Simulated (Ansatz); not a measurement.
Consider the isomerisation: `NC1(O)N[SiH2]1` → `N[Si]1(O)CN1`.

Calculated with Ansatz (gas phase, PBE0-D4/def2-TZVP geometries, no zero-point term in ΔE). CBS: MP2 limit from def2 TZ/QZ plus the TZ coupled-cluster correction, frozen cores. DFT in def2-TZVPP. One conformer a species, not always the lowest.

| level | ΔE (kcal/mol) |
| --- | --- |
| ωB97X-V | -62.5 |
| B2PLYP | -65.2 |
| HF/def2-TZVPP | -68.8 |
| MP2/def2-QZVPP | -67.9 |

(1) What does CCSD(T)/CBS give? (Best estimate.)

Largest T1 diagnostic among the species: 0.013.

## Answers

(1) The calculation gave: -65.6 kcal/mol. The listed levels differ from it by 3.1, 0.4, -3.2, -2.3 kcal/mol.

In def2-TZVPP, CCSD(T) changes the Hartree–Fock value by +4.4 kcal/mol (the triples alone add +1.3 kcal/mol) and MP2 by +1.8 kcal/mol. From PBE to PBE0 (25 % exact exchange), in def2-TZVPP and without D4, ΔE moves by −3.2 kcal/mol.
